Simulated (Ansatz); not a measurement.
Geometry optimisation of C$_{7}$H$_{13}$BO$_{2}$ (`CC1=CC(C)=[O+][B-](C)(C)O1`).

```yaml
crystal:
  periodic: [false, false, false]
  atoms:
    - {symbol: C, position_ang: [1.635969, -1.988792, -1.547008]}
    - {symbol: C, position_ang: [0.726387, -1.043565, -0.819388]}
    - {symbol: C, position_ang: [-0.646835, -1.306469, -0.645732]}
    - {symbol: C, position_ang: [-1.479750, -0.261510, -0.199501]}
    - {symbol: C, position_ang: [-2.976177, -0.360327, -0.231557]}
    - {symbol: O, position_ang: [-1.004100, 0.860641, 0.220567]}
    - {symbol: B, position_ang: [0.517665, 1.027865, 0.555833]}
    - {symbol: C, position_ang: [0.755739, 0.518305, 2.064312]}
    - {symbol: C, position_ang: [0.950653, 2.526321, 0.195328]}
    - {symbol: O, position_ang: [1.269845, 0.052529, -0.413366]}
    - {symbol: H, position_ang: [2.013127, -1.496817, -2.467784]}
    - {symbol: H, position_ang: [1.130377, -2.932382, -1.819938]}
    - {symbol: H, position_ang: [2.523423, -2.205904, -0.918674]}
    - {symbol: H, position_ang: [-1.081590, -2.245039, -1.008947]}
    - {symbol: H, position_ang: [-3.327840, -1.304877, -0.683507]}
    - {symbol: H, position_ang: [-3.389291, 0.500804, -0.794826]}
    - {symbol: H, position_ang: [-3.369454, -0.278466, 0.802915]}
    - {symbol: H, position_ang: [1.830782, 0.577148, 2.337395]}
    - {symbol: H, position_ang: [0.428981, -0.530922, 2.234514]}
    - {symbol: H, position_ang: [0.204627, 1.156449, 2.787479]}
    - {symbol: H, position_ang: [2.035748, 2.680113, 0.372727]}
    - {symbol: H, position_ang: [0.410736, 3.260236, 0.829618]}
    - {symbol: H, position_ang: [0.746078, 2.787661, -0.864961]}
basis:
  gaussian: {orbitals: def2-TZVP}
hamiltonian: {xc: pbe0, dispersion: d4}
relax: {f_tol: 0.005, max_steps: 150}
```

```sh
$ ansatz run in.yaml --threads 4 --pin off --events-out ev --progress --plain --max-ram 46080MiB --backend cuda --devices 0, --max-vram 37GiB
```

Shortened log:

```
Functional definition: PBE0
mean field -12233.82655183 eV, -449.5848333941 hartree, gradient 3.6e-5 eV, S^2 0.000000; 0 other end points of the search recorded, 0 dependent functions left out
relax step   1: F+E_penalty+E_count = -12234.33396926 eV  Δ(F+E_penalty+E_count) = +0.000e0 eV  max|allowed force component| = 8.231e-1 eV/Å  Δτ_max = 0.0000 Å  (33 SCF iters, accepted)
mean field -12233.91984536 eV, -449.5882618684 hartree, gradient 1.6e-5 eV, S^2 0.000000; 0 other end points of the search recorded, 0 dependent functions left out
relax step   2: F+E_penalty+E_count = -12234.43180278 eV  Δ(F+E_penalty+E_count) = -9.783e-2 eV  max|allowed force component| = 2.564e-1 eV/Å  Δτ_max = 0.0374 Å  (33 SCF iters, accepted)
mean field -12233.92676746 eV, -449.5885162509 hartree, gradient 1.6e-5 eV, S^2 0.000000; 0 other end points of the search recorded, 0 dependent functions left out
relax step   3: F+E_penalty+E_count = -12234.44067935 eV  Δ(F+E_penalty+E_count) = -8.877e-3 eV  max|allowed force component| = 5.332e-2 eV/Å  Δτ_max = 0.0141 Å  (34 SCF iters, accepted)
mean field -12233.92696521 eV, -449.5885235180 hartree, gradient 1.6e-5 eV, S^2 0.000000; 0 other end points of the search recorded, 0 dependent functions left out
relax step   4: F+E_penalty+E_count = -12234.44090297 eV  Δ(F+E_penalty+E_count) = -2.236e-4 eV  max|allowed force component| = 3.067e-2 eV/Å  Δτ_max = 0.0055 Å  (34 SCF iters, accepted)
mean field -12233.92704219 eV, -449.5885263468 hartree, gradient 1.6e-5 eV, S^2 0.000000; 0 other end points of the search recorded, 0 dependent functions left out
relax step   5: F+E_penalty+E_count = -12234.44099573 eV  Δ(F+E_penalty+E_count) = -9.276e-5 eV  max|allowed force component| = 7.031e-3 eV/Å  Δτ_max = 0.0038 Å  (34 SCF iters, accepted)
mean field -12233.92719834 eV, -449.5885320851 hartree, gradient 1.6e-5 eV, S^2 0.000000; 0 other end points of the search recorded, 0 dependent functions left out
relax step   6: F+E_penalty+E_count = -12234.44117806 eV  Δ(F+E_penalty+E_count) = -1.823e-4 eV  max|allowed force component| = 7.407e-3 eV/Å  Δτ_max = 0.0236 Å  (33 SCF iters, accepted)
mean field -12233.92685211 eV, -449.5885193616 hartree, gradient 1.7e-5 eV, S^2 0.000000; 0 other end points of the search recorded, 0 dependent functions left out
relax step   7: F+E_penalty+E_count = -12234.44095820 eV  Δ(F+E_penalty+E_count) = +2.199e-4 eV  max|allowed force component| = 8.388e-2 eV/Å  Δτ_max = 0.0858 Å  (32 SCF iters, rejected (line search))
mean field -12233.89725969 eV, -449.5874318600 hartree, gradient 1.7e-5 eV, S^2 0.000000; 0 other end points of the search recorded, 0 dependent functions left out
relax step   8: F+E_penalty+E_count = -12234.41111519 eV  Δ(F+E_penalty+E_count) = +3.006e-2 eV  max|allowed force component| = 7.181e-1 eV/Å  Δτ_max = 0.0429 Å  (33 SCF iters, rejected (line search))
mean field -12233.92729011 eV, -449.5885354579 hartree, gradient 1.6e-5 eV, S^2 0.000000; 0 other end points of the search recorded, 0 dependent functions left out
relax step   9: F+E_penalty+E_count = -12234.44129832 eV  Δ(F+E_penalty+E_count) = -1.203e-4 eV  max|allowed force component| = 1.709e-3 eV/Å  Δτ_max = 0.0187 Å  (33 SCF iters, accepted)
mean field -12233.92692484 eV, -449.5885220344 hartree, gradient 1.6e-5 eV, S^2 0.000000; 0 other end points of the search recorded, 0 dependent functions left out
relax step  10: F+E_penalty+E_count = -12234.44103401 eV  Δ(F+E_penalty+E_count) = +2.643e-4 eV  max|allowed force component| = 8.118e-2 eV/Å  Δτ_max = 0.0838 Å  (32 SCF iters, rejected (line search))
mean field -12233.92737973 eV, -449.5885387514 hartree, gradient 1.6e-5 eV, S^2 0.000000; 0 other end points of the search recorded, 0 dependent functions left out
relax step  11: F+E_penalty+E_count = -12234.44143870 eV  Δ(F+E_penalty+E_count) = -1.404e-4 eV  max|allowed force component| = 1.458e-2 eV/Å  Δτ_max = 0.0374 Å  (33 SCF iters, accepted)
mean field -12233.92709603 eV, -449.5885283255 hartree, gradient 1.6e-5 eV, S^2 0.000000; 0 other end points of the search recorded, 0 dependent functions left out
relax step  12: F+E_penalty+E_count = -12234.44120191 eV  Δ(F+E_penalty+E_count) = +2.368e-4 eV  max|allowed force component| = 6.456e-2 eV/Å  Δτ_max = 0.0490 Å  (32 SCF iters, rejected (line search))
mean field -12233.92741807 eV, -449.5885401602 hartree, gradient 1.6e-5 eV, S^2 0.000000; 0 other end points of the search recorded, 0 dependent functions left out
relax step  13: F+E_penalty+E_count = -12234.44149138 eV  Δ(F+E_penalty+E_count) = -5.267e-5 eV  max|allowed force component| = 8.896e-3 eV/Å  Δτ_max = 0.0235 Å  (33 SCF iters, accepted)
mean field -12233.92738915 eV, -449.5885390973 hartree, gradient 1.6e-5 eV, S^2 0.000000; 0 other end points of the search recorded, 0 dependent functions left out
relax step  14: F+E_penalty+E_count = -12234.44146727 eV  Δ(F+E_penalty+E_count) = +2.411e-5 eV  max|allowed force component| = 2.535e-2 eV/Å  Δτ_max = 0.0131 Å  (33 SCF iters, rejected (line search))
mean field -12233.92743391 eV, -449.5885407423 hartree, gradient 1.6e-5 eV, S^2 0.000000; 0 other end points of the search recorded, 0 dependent functions left out
relax step  15: F+E_penalty+E_count = -12234.44150441 eV  Δ(F+E_penalty+E_count) = -1.303e-5 eV  max|allowed force component| = 7.365e-3 eV/Å  Δτ_max = 0.0064 Å  (34 SCF iters, accepted)
mean field -12233.92744387 eV, -449.5885411082 hartree, gradient 1.6e-5 eV, S^2 0.000000; 0 other end points of the search recorded, 0 dependent functions left out
relax step  16: F+E_penalty+E_count = -12234.44150915 eV  Δ(F+E_penalty+E_count) = -4.745e-6 eV  max|allowed force component| = 6.632e-3 eV/Å  Δτ_max = 0.0041 Å  (35 SCF iters, accepted)
mean field -12233.92745676 eV, -449.5885415820 hartree, gradient 1.6e-5 eV, S^2 0.000000; 0 other end points of the search recorded, 0 dependent functions left out
relax step  17: F+E_penalty+E_count = -12234.44151347 eV  Δ(F+E_penalty+E_count) = -4.318e-6 eV  max|allowed force component| = 4.479e-3 eV/Å  Δτ_max = 0.0039 Å  (34 SCF iters, accepted)
mean field -12233.92747841 eV, -449.5885423776 hartree, gradient 1.6e-5 eV, S^2 0.000000; 0 other end points of the search recorded, 0 dependent functions left out
relax step  18: F+E_penalty+E_count = -12234.44151707 eV  Δ(F+E_penalty+E_count) = -3.598e-6 eV  max|allowed force component| = 1.393e-3 eV/Å  Δτ_max = 0.0055 Å  (34 SCF iters, accepted)
mean field -12233.92747841 eV, -449.5885423776 hartree, gradient 1.6e-5 eV, S^2 0.000000; 1 other end points of the search recorded, 0 dependent functions left out
Total energy: -12234.44156076 eV, -449.6074345556 hartree
Atom 0 at     1.615785    -1.969754    -1.528445 Å, force     0.000853    -0.000374    -0.001393 eV/Å
Atom 1 at     0.713686    -1.022761    -0.818626 Å, force     0.001026    -0.000178     0.000450 eV/Å
Atom 2 at    -0.640943    -1.288303    -0.640811 Å, force    -0.000484     0.000481    -0.000709 eV/Å
Atom 3 at    -1.462309    -0.256870    -0.195066 Å, force    -0.000072    -0.000091     0.000966 eV/Å
Atom 4 at    -2.946314    -0.364072    -0.221089 Å, force    -0.000095     0.000282    -0.000287 eV/Å
Atom 5 at    -0.996549     0.852906     0.217916 Å, force     0.000091    -0.000982    -0.000265 eV/Å
Atom 6 at     0.510261     1.019644     0.541717 Å, force    -0.000134     0.000664     0.000495 eV/Å
Atom 7 at     0.759638     0.510115     2.038020 Å, force     0.000498     0.000134     0.000235 eV/Å
Atom 8 at     0.934413     2.511330     0.189282 Å, force     0.000061     0.000558    -0.000166 eV/Å
Atom 9 at     1.251104     0.061757    -0.426080 Å, force    -0.000684    -0.000842    -0.000413 eV/Å
Atom 10 at     2.095659    -1.453146    -2.362642 Å, force    -0.000336    -0.000115     0.000758 eV/Å
Atom 11 at     1.083645    -2.845318    -1.895545 Å, force    -0.000043     0.000469     0.000539 eV/Å
Atom 12 at     2.409903    -2.283774    -0.846300 Å, force    -0.000491     0.000278    -0.000078 eV/Å
Atom 13 at    -1.068448    -2.212736    -0.997222 Å, force    -0.000037    -0.000062     0.000020 eV/Å
Atom 14 at    -3.281345    -1.309759    -0.642914 Å, force     0.000050     0.000017    -0.000076 eV/Å
Atom 15 at    -3.357025     0.464924    -0.801687 Å, force     0.000000     0.000047     0.000010 eV/Å
Atom 16 at    -3.328345    -0.262193     0.797819 Å, force     0.000041    -0.000048    -0.000004 eV/Å
Atom 17 at     1.821260     0.569059     2.297596 Å, force    -0.000108    -0.000058     0.000129 eV/Å
Atom 18 at     0.441294    -0.526574     2.200173 Å, force    -0.000041    -0.000065     0.000012 eV/Å
Atom 19 at     0.218433     1.133116     2.756943 Å, force    -0.000056     0.000043    -0.000096 eV/Å
Atom 20 at     2.004195     2.666122     0.358765 Å, force    -0.000089    -0.000050    -0.000004 eV/Å
Atom 21 at     0.401232     3.230560     0.818208 Å, force     0.000053    -0.000052    -0.000066 eV/Å
Atom 22 at     0.725871     2.768730    -0.854515 Å, force    -0.000001    -0.000057    -0.000054 eV/Å
Dipole moment:    -0.393367    -0.759133    -0.440403 e Å
```

Run time 36 s (4 threads of an AMD EPYC 7R13 on a shared host and a share of an NVIDIA H100 80 GB); peak host memory 1.1 GiB.
